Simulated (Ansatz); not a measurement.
Total energies of `c1c[se]c(-c2ccc(-c3ccc(-c4ccc(-c5ccc(-c6ccc[se]6)[se]5)[se]4)[se]3)[se]2)c1` from Ansatz at PBE0-D4/def2-SVP, gas phase (1 Eh = 27.2114 eV = 2625.5 kJ/mol). The reference geometry is relaxed at r2SCAN-D4/def2-SVP.

```json
{"state": "charge 0 singlet", "geometry": "reference", "energy (Eh)": "-15327.12531"}
{"state": "charge 1 doublet", "geometry": "reference", "energy (Eh)": "-15326.90241"}
{"state": "charge 1 doublet", "geometry": "relaxed at r2SCAN-D4/def2-SVP", "energy (Eh)": "-15326.90509"}
{"state": "charge -1 doublet", "geometry": "reference", "energy (Eh)": "-15327.18684"}
{"state": "free C atom (triplet)", "geometry": "–", "energy (Eh)": "-37.76066"}
{"state": "free Se atom (triplet)", "geometry": "–", "energy (Eh)": "-2400.91098"}
{"state": "free H atom (doublet)", "geometry": "–", "energy (Eh)": "-0.50029"}
```

Single mean-field runs in def2-SVP are fitted with def2-universal-jkfit.

**Question.** Work out the vertical ionisation energy to the doublet.

**Answer.** E(charge 1 doublet) − E(charge 0 singlet) = -15326.90241 − (-15327.12531) = 0.22290 Eh = 6.07 eV. For comparison, −ε of the highest occupied level is 5.12 eV at this level, 0.95 eV less.

**Question.** Work out the vertical electron affinity, to the doublet.

**Answer.** E(charge 0 singlet) − E(charge -1 doublet) = -15327.12531 − (-15327.18684) = 0.06153 Eh = 1.67 eV. The basis lacks diffuse functions, which makes affinities too small.

**Question.** Give the fundamental gap IE − EA, the Mulliken electronegativity (IE + EA)/2 and the hardness (IE − EA)/2.

**Answer.** From the values in Eh: IE − EA = 0.22290 − 0.06153 = 0.16137 Eh = 4.39 eV; (IE + EA)/2 = 3.87 eV; (IE − EA)/2 = 2.20 eV. The HOMO–LUMO gap of the same run is 2.57 eV, 1.82 eV smaller than the fundamental gap.

**Question.** How much does the charge 1 doublet relax, and what is the adiabatic ionisation energy?

**Answer.** Relaxation: -15326.90241 − (-15326.90509) = 0.00268 Eh = 0.07 eV. Adiabatic ionisation energy: 0.22022 Eh = 5.99 eV, without zero-point energy. 

**Question.** What is the binding energy per atom against free atoms?

**Answer.** Atoms: 24 × (-37.76066) + 6 × (-2400.91098) + 14 × (-0.50029) = -15318.72578 Eh. Binding: -15318.72578 − (-15327.12531) = 8.39953 Eh = 228.56 eV, or 5.19 eV for each of 44 atoms (no zero-point energy, no counterpoise term).
